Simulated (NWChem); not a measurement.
Molecule: CH4BeO; SMILES [Be]([OH])[CH3]

```xyz
7

Be     0.0050    -0.1290    -0.0005
C      0.0030     1.5466    -0.0001
H      0.9819     1.9651     0.2917
H     -0.7408     1.9575     0.7047
H     -0.2370     1.9615    -0.9944
O      0.0381    -1.5311     0.0000
H     -0.3468    -2.3992     0.0002
```
Atoms are numbered in this order, from 1.

Program: NWChem. Pople sets run with spherical d functions. The geometry was optimised at PBE0/def2-SVP. Ions are spin-unrestricted doublets at the neutral geometry; other ion states weren't tried.

**Question.** Order these by “−ε(HOMO) (eV)”, lowest first: LDA (Slater exchange, VWN5)/6-31+G*; M06-2X/6-31+G*; B3LYP/6-31+G*.

**Answer.** LDA (Slater exchange, VWN5)/6-31+G* (7.07), B3LYP/6-31+G* (8.14), M06-2X/6-31+G* (9.63)
